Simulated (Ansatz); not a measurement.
Coupled-cluster run, CH5NOSiSn (`N=[C]1O[SiH2][SnH2]1`).

```yaml
crystal:
  periodic: [false, false, false]
  atoms:
    - {symbol: N, position_ang: [-2.198017, 0.727196, -0.563695]}
    - {symbol: C, position_ang: [-1.062949, 0.266045, -0.310142]}
    - {symbol: O, position_ang: [-0.743319, -1.003233, -0.725342]}
    - {symbol: Si, position_ang: [0.820381, -1.468341, -0.300809]}
    - {symbol: Sn, position_ang: [0.830293, 0.866989, 0.698471]}
    - {symbol: H, position_ang: [-2.305139, 1.669175, -0.203958]}
    - {symbol: H, position_ang: [1.613027, -1.769709, -1.517673]}
    - {symbol: H, position_ang: [0.778559, -2.662149, 0.578411]}
    - {symbol: H, position_ang: [0.698566, 1.150562, 2.373286]}
    - {symbol: H, position_ang: [1.651696, 2.172364, -0.025449]}
basis:
  gaussian: {orbitals: def2-TZVPP}
correlation: {method: ccsd_t}
output: {orbitals: {seedname: orbitals}}
```

```sh
$ ansatz run in.yaml --threads 4 --pin off --events-out ev --progress --plain --max-ram 10444MiB
```

The program prints (abridged):

```
Functional definition: HF
1691 factors; integrals over basis functions are off by at most 1.2e-3 eV
mean field evaluation 1: about -18292.7892 eV, gradient 4.4e1 eV
mean field evaluation 2: about -18293.1372 eV, gradient 4.4e1 eV
mean field evaluation 4: about -18297.7208 eV, gradient 4.4e0 eV
mean field evaluation 8: about -18297.8236 eV, gradient 4.7e-1 eV
mean field evaluation 16: about -18297.8258 eV, gradient 1.5e-6 eV
mean field -18297.82578756 eV, -672.4326949811 hartree, gradient 1.5e-6 eV, S^2 0.000000; 0 other end points of the search recorded, 0 dependent functions left out
12 core orbitals not correlated: weight in the atoms' cores, before any rotation towards them, 1.000 or more for the frozen orbitals, at most 0.000 for the correlated occupied ones
reference -18297.82578756 eV, -672.4326949811 hartree; 19, 19 occupied and 224, 224 virtual orbitals, 1691 factors
second order -28.23621686 eV of doubles, -0.00000000 eV of singles
cycle   1  -27.86179542 eV  change    3.7e-1 eV  update   1.4e-1
cycle   2  -28.67565615 eV  change   -8.1e-1 eV  update   4.5e-2
cycle   3  -28.86472890 eV  change   -1.9e-1 eV  update   2.5e-2
cycle   4  -28.84487343 eV  change    2.0e-2 eV  update   7.0e-3
cycle   5  -28.83983914 eV  change    5.0e-3 eV  update   3.7e-3
cycle   6  -28.84157180 eV  change   -1.7e-3 eV  update   1.2e-3
cycle   7  -28.84131093 eV  change    2.6e-4 eV  update   5.9e-4
cycle   8  -28.84106613 eV  change    2.4e-4 eV  update   2.1e-4
cycle   9  -28.84114046 eV  change   -7.4e-5 eV  update   8.6e-5
cycle  10  -28.84118682 eV  change   -4.6e-5 eV  update   2.9e-5
perturbative correction -1.21261222 eV, -0.0445626770 hartree
Total energy: -18327.87958660 eV, -673.5371517244 hartree
```

Hardware: 4 threads of an Intel Xeon 6975P-C on a shared host. Wall time 79 s, peak host memory 6.6 GiB.

MP2 recovers 94.0 % of the CCSD(T) correlation energy and the triples give 4.0 %; T1 = 0.0160.
